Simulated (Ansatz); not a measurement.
System: PbCl, charge 0, doublet. PbCl (SMILES [Pb][Cl], doublet).
B3LYP-D3(BJ)/def2-TZVP minimum from Ansatz (a quantum-chemistry and plane-wave program):
```
Pb
Cl 1 2.4909
```
Charge 0, spin multiplicity 2.

Total energies in def2-TZVPP, 11 correlated electrons, 14 frozen orbitals. UHF or UKS for unpaired electrons; spin-orbit terms are left out. Cores are frozen in correlated methods (noble-gas shells, and filled d and f shells in the p block). Past Kr the def2 sets carry scalar-relativistic core potentials. Spin-orbit terms, left out, reach several kcal/mol for Br and I, and more for heavier atoms. The spin of ClPb ([Cl][Pb], doublet) was assumed, and the state is the lowest solution found for it.

| method | program | energy (Eh) | minus CCSDT(Q) (mEh) |
|---|---|---|---|
| HF | Ansatz | -651.40203 | 277.42 |
| MP2 | Ansatz | -651.64365 | 35.80 |
| CCSD | Ansatz | -651.66691 | 12.54 |
| CCSD(T) | Ansatz | -651.67808 | 1.37 |
| CCSDT(Q) | Ansatz | -651.67945 | 0.00 |

Rough core times of Ansatz's runs on a shared machine: CCSD(T) 20 s, CCSDT(Q) 8 min.
